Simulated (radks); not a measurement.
Q: These are the eigenvalues of the occupied orbitals of an atom or ion with whole-number occupations (eV). Method: non-relativistic Kohn-Sham, LDA (Slater exchange, Perdew-Wang correlation), spin-polarised, spherical densities, point nucleus; computed with a radial shooting solver on a logarithmic mesh with Libxc functionals.

1s up: -190.0626

Which element is it, and in what charge state? The configuration may be excited. Open shells, if any, are filled with parallel spins first.

A: Z = 4, beryllium, charge +3: Be3+ in 1s1. The 1s level, -6.9847 hartree, gives Z - s = 3.7 by -(Z - s)^2/2, which with screening narrows Z to a few neighbours, and with so few levels the electron count can be read from the list.
